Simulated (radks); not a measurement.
Nb, configuration [Kr] 4d4 5s1.

Method: Dirac Kohn-Sham, PBE, spin-unpolarised, spherical densities, finite nucleus; open shells fill j = l - 1/2 first; Fermi nuclear charge, rms radius 4.324 fm; computed with a radial shooting solver on a logarithmic mesh with Libxc functionals.

Energy parts (eV):
| part | energy |
|---|---|
| total | -103949.556 |
| kinetic | 107600.555 |
| electron-nucleus | -251040.765 |
| Hartree | 42725.571 |
| exchange-correlation | -3234.917 |

Orbitals (lengths in bohr, moments of r in powers of bohr; r(max) is where P^2 peaks):
| orbital | occ. | eigenvalue (eV) | <r> | r(max) | <1/r> |
|---|---|---|---|---|---|
| 1s1/2 | 2 | -18799.16 | 0.03609 | 0.02349 | 42.40 |
| 2s1/2 | 2 | -2628.880 | 0.1577 | 0.1333 | 9.626 |
| 2p1/2 | 2 | -2412.530 | 0.1346 | 0.1039 | 9.601 |
| 2p3/2 | 4 | -2316.751 | 0.1391 | 0.1076 | 9.164 |
| 3s1/2 | 2 | -438.5143 | 0.4430 | 0.3957 | 3.275 |
| 3p1/2 | 2 | -357.0521 | 0.4386 | 0.3833 | 3.172 |
| 3p3/2 | 4 | -341.5393 | 0.4491 | 0.3925 | 3.067 |
| 3d3/2 | 4 | -197.7165 | 0.4310 | 0.3330 | 2.871 |
| 3d5/2 | 6 | -194.8288 | 0.4345 | 0.3357 | 2.844 |
| 4s1/2 | 2 | -58.2318 | 1.160 | 1.032 | 1.175 |
| 4p1/2 | 2 | -35.8158 | 1.283 | 1.107 | 1.050 |
| 4p3/2 | 4 | -33.7222 | 1.314 | 1.133 | 1.020 |
| 5s1/2 | 1 | -3.9555 | 3.738 | 3.088 | 0.3423 |
| 4d3/2 | 4 | -3.0607 | 2.206 | 1.490 | 0.6312 |
| 4d5/2 | 0 | -2.9073 | 2.242 | 1.505 | 0.6219 |
| 5p1/2 | 0 | -1.1579 | 5.383 | 4.172 | 0.2368 |
| 5p3/2 | 0 | -1.0728 | 5.546 | 4.297 | 0.2295 |

The highest occupied level is 4d3/2 at -3.061 eV. Summed over all electrons, <r^2> = 60.07 bohr^2, which gives a Langevin (diamagnetic) susceptibility term of -47.6 x 10^-6 cm^3/mol. The density falls to 0.001 e/bohr^3 at r = 4.82 bohr.
